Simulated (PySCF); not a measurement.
**Working with the constants of NaHg**

UHF-SCS-MP2 constants of NaHg, ²Σ⁺ (doublet), unpaired electrons σ ↑ (basis Na cc-pVDZ, Hg cc-pVDZ-PP with ECP60; scalar-relativistic core potentials; PySCF 2.14; masses 22.9898 and 201.9706 u):

| Item | Value |
| --- | --- |
| ωe | 32.5 cm⁻¹ |
| ωexe | 1.17 cm⁻¹ |
| Be | 0.054077 cm⁻¹ |
| αe | 0.00209 cm⁻¹ |
| De to Na + Hg | 0.037 eV |

Task: What force constant and bond length do these constants imply?

Result: Reduced mass μred = 20.640 u; k = 5.8918×10⁻⁷·μred·ωe² (u, cm⁻¹, mdyn/Å) = 0.0128 mdyn/Å; Re = √(16.8576/(μred·Be)) (u, cm⁻¹, Å) = 3.886 Å.

Task: Estimate the centrifugal constant D from the Kratzer relation and find the Dunham coefficient a1.

Result: D = 4Be³/ωe² = 5.99e-07 cm⁻¹; a1 = −1 − αeωe/(6Be²) = -4.87.

Correlated steps freeze 1 core orbital. The bond is weak. Basis-set superposition, not corrected here, can be much of De in a small basis, most of all at correlated wavefunction levels. Spin–orbit coupling is left out. The state is the lowest determinant that a PBE0 search found; another state may lie lower at other levels.
